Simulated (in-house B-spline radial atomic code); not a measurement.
# RPA and G0W0 on CAM-B3LYP: Ag⁻

Configuration [Kr] 4d10 5s2, mean-field start CAM-B3LYP. Computed with a B-spline radial code for spherical atoms: all electrons, non-relativistic, point nucleus, each spin shell either full or empty, empty states to l = 9 with an (l + 1/2)⁻⁴ tail; G0W0 by contour deformation at full frequency.

The anion's configuration is assumed.

Without relativity these are model numbers: it shifts the levels of so heavy an element strongly and can reorder them.

Command:
```bash
python run_gw.py task.json out
```
Settings (radii: box in bohr, nucleus in fm):
```
Z                        47
electrons                48
configuration            [Kr] 4d10 5s2
hamiltonian              nr
method                   camb3lyp
lmax                     9
spin_polarised           False
box_radius               60
intervals                58
ion_configuration        [Kr] 4d10 5s1
```

Run time, properties included: 5.2 s on 1 thread of AMD EPYC 9R14, on a shared host.

Energies (hartree):

```
                                     term        value
                         mean-field total  -5200.33043
Hartree-Fock functional on these orbitals  -5197.66554
                      direct second order      -4.0844
                    second-order exchange       1.1245
                         SOSEX correction       1.0337
```

What is the RPA correlation energy, and what remains with SOSEX?

RPA gives -3.53 hartree (-2 eV per electron); RPA + SOSEX gives -2.4962, and the second-order doubles -2.9599 hartree (no singles). RPA lacks exchange-type terms and so overcorrelates at short range.

Quasi-particle levels (eV):

| level | occupied | mean field | Σx - vxc | Σc | QP weight | G0W0 |
| --- | --- | --- | --- | --- | --- | --- |
| 5s | yes | -0.359 | 0.12 | ? | ? | ? |

G0W0 = mean field + (Σx - vxc) + Σc, with Σc (partial-wave tail included) taken at the quasi-particle energy. Only the outer levels were computed. Levels of low weight are left out.

Where does G0W0 put 5s?

At -1.050 eV, with Σc = -0.81 eV and a quasi-particle weight of 0.797. The tabulated removal energy is 1.302 eV (electron affinity of the neutral atom); the calculation leaves out relativity, Breit and QED terms, and what these don't explain is the method's own error.

What does it cost to remove one electron (to [Kr] 4d10 5s1) by differences of total energies, each species on its own start (correlation terms add to the Hartree-Fock functional)?

CAM-B3LYP 1.007 eV, Hartree-Fock functional -0.102 eV, + RPA 1.045 eV, + RPA + SOSEX 0.795 eV, + second order 1.494 eV. Tabulated: 1.302 eV (electron affinity of the neutral atom); the calculation leaves out relativity, Breit and QED terms, and what these don't explain is the method's own error.
